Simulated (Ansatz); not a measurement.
`S[CH2][GeH3]` + `CC(O)=S` → `CC(=S)[O][GeH3]` + CH₃SH at 400 K and 1 bar (ligand exchange at a Ge–C bond).

Computed with Ansatz on PBE0-D4/def2-TZVP structures; ΔE is electronic, products minus reactants. CCSD(T)/CBS is the MP2 limit (def2-TZVPP, def2-QZVPP) plus CCSD(T) − MP2 in def2-TZVPP, frozen cores. This one scheme is used for every species. For Ge outer-core shells are correlated without core-valence functions, which leaves a few kJ/mol of doubt a bond. Scalar relativity is left out up to krypton. Each species was taken in one conformer, which may not be the lowest.

| species | CCSD(T)/CBS energy (Eh) | H − E (kJ/mol) | S (J/(mol·K)) |
| --- | --- | --- | --- |
| `S[CH2][GeH3]` | -2515.53503 | 184.7 | 349.2 |
| `CC(O)=S` | -551.45551 | 180.0 | 318.8 |
| `CC(=S)[O][GeH3]` | -2628.76657 | 224.8 | 400.4 |
| CH₃SH | -438.22835 | 138.7 | 269.4 |

H − E and S are ideal-gas, rigid-rotor, harmonic terms from PBE0-D4/def2-TZVP, for one conformer and one mirror image of each species. 1 Eh = 2625.50 kJ/mol, R = 8.31446 J/(mol·K).

By hand: ΔE, ΔH, ΔS and ΔG.

ΔE = (-2628.76657) + (-438.22835) − (-2515.53503) − (-551.45551) = -0.00438 Eh = -11.5 kJ/mol. Δ(H − E) = 224.8 + 138.7 − 184.7 − 180.0 = -1.2, so ΔH = -12.7 kJ/mol. ΔS = 400.4 + 269.4 − 349.2 − 318.8 = 1.8 J/(mol·K). ΔG = -12.7 − 400 × (1.8)/1000 = -13.4 kJ/mol.

By hand: the equilibrium constant, and the temperature at which ΔG would vanish if ΔH and ΔS stayed fixed.

log₁₀ K = −ΔG/(RT ln 10) = 1.7. ΔH and −TΔS have one sign here, so there is no such temperature. One of them is within its doubt of zero, so this could turn.

The number of gas molecules stays the same, so ΔS is small and ΔH decides. A doubt of 5 kJ/mol in ΔE shifts log₁₀ K by 0.7 here. Other conformers and mirror images would add mixing entropy, several J/(mol·K) or more a flexible species. Modes under 60 cm⁻¹, often nearly free rotors, make the harmonic entropy too high. These are equilibria of isolated gas molecules and say nothing of rates. Largest T1 diagnostic: 0.017 (customary marks: 0.02 for closed shells, 0.045 for open ones).
